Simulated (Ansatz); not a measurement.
Basis-set extrapolation for `BOCO` (PBE0-D4/def2-TZVP geometry, frozen core, Ansatz 0.2.0). Multiplicity 1, RHF reference.

```tsv
	def2-TZVPP	def2-QZVPP
HF	-215.306031	-215.316559
MP2 correlation	-0.749723	-0.806023
CCSD(T) correlation	-0.804621	not run
```

Energies in hartree. Use E(X) = E(∞) + A·exp(−7.88·√X) for Hartree–Fock and E(X) = E(∞) + B·X^(−2.97) for correlation, with X = 3 and 4, and add CCSD(T) minus MP2 of the smaller set to the MP2 limit.

What is the CCSD(T) energy at the basis-set limit?

HF limit: -215.316559 + (-0.010528) × 0.13774 = -215.31801. MP2 limit: -0.806023 + (-0.056300) × 0.74074 = -0.84773. Higher-order term: -0.804621 − (-0.749723) = -0.05490. Total: -216.22064 hartree, 288.8 kJ/mol below CCSD(T)/def2-TZVPP.
